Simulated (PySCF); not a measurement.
Gas-phase reaction: 6 H3SiGeH3 + 2 c-Si3H6 = 3 Ge2H6 + 3 i-Si4H10

Energies from PySCF, thermal terms from the rigid-rotor harmonic-oscillator model, ideal gas at 1 bar. † marks an energy on the PBE0/def2-TZVP geometry and frequencies; other levels use their own. MP2 freezes the core. 6-31G* has spherical d functions here. All species are closed-shell singlets. B3LYP is the form with VWN-RPA correlation. Ge: all electrons, no relativistic terms. c-Si3H6: computed as isolated molecules; such fragments, hydroxides, amides, oligomers or adducts are transient or little studied in the gas. MP2 isn't extrapolated to the basis-set limit; its ΔH°(298 K) is -328.0 kJ in def2-SVP and -322.7 kJ in def2-TZVPP. The harmonic model lacks anharmonicity and excited electronic states, which grow with temperature; levels with a mode under 35 cm⁻¹ are left out. Internal rotation in H3SiGeH3, Ge2H6, i-Si4H10 is treated as a harmonic vibration of one conformer, which makes the entropy rough.

| level | ΔE electronic, kJ | ΔH°(298 K), kJ | ΔS°(298 K), J/K | ΔG°(1200 K), kJ |
|---|---|---|---|---|
| B3LYP/6-31G* | -302 | -285 | -235 | -21 |
| B3LYP/def2-TZVP† | -299 | -282 | -245 | -6 |
| M06-2X/def2-TZVP† | -328 | -311 | -245 | -35 |
| MP2/def2-SVP† | -345 | -328 | -245 | -52 |
| MP2/def2-TZVPP† | -340 | -323 | -245 | -46 |
| PBE/def2-SVP | -308 | -291 | -251 | -8 |
| PBE0/def2-SVP† | -322 | -305 | -245 | -29 |
| PBE0/def2-TZVP | -312 | -295 | -245 | -19 |
| r2SCAN/def2-TZVP† | -315 | -298 | -245 | -21 |
| ωB97X-V/def2-TZVP† | -336 | -319 | -245 | -43 |
ΔH° is lowest at MP2/def2-SVP† and highest at B3LYP/def2-TZVP†. No reference value is set beside these.
